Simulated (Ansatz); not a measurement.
Worked example: CH2Br2 + GeH3I → CHBr2I + GeH4

Species: CH2Br2 (dibromomethane) `BrCBr`, singlet; GeH3I `[GeH3][I]`, singlet; CHBr2I (dibromoiodomethane) `BrC(Br)I`, singlet; GeH4 (germane) `[GeH4]`, singlet. The partners trade H for I: C–H and Ge–I bonds give way to C–I and Ge–H.

Shapes, held fixed at every level: PBE0-D4/def2-TZVP. Programs: Ansatz 0.2.0. The zero-point and thermal change to 298 K, harmonic and unscaled (PBE0-D4/def2-TZVP), is -10.6 kJ/mol.

At CCSD(T)/def2-TZVPP; 1 Eh = 2625.50 kJ/mol:

| species | energy (Eh) |
| --- | --- |
| CH2Br2 | -5184.644088 |
| GeH3I | -2374.572634 |
| CHBr2I | -5481.173576 |
| GeH4 | -2077.986460 |

Question: Work out ΔH(298 K) of the reaction at this level.

Answer: 
1. Products less reactants: (-5481.173576) + (-2077.986460) − [(-5184.644088) + (-2374.572634)] = 0.056686 Eh = +148.8 kJ/mol.
2. With the thermal change: +148.8 + (-10.6) = +138.2 kJ/mol.

Other levels give +129.5 (SPW92/def2-TZVPP) to +177.8 kJ/mol (HF/def2-TZVPP). No measured value is set beside it here. For atoms past krypton def2 sets carry core potentials with scalar relativity. Relativity is left out for Br, Ge. Outer-core shells of Br, Ge, I are correlated in most correlated rows, in sets that cover them unevenly.
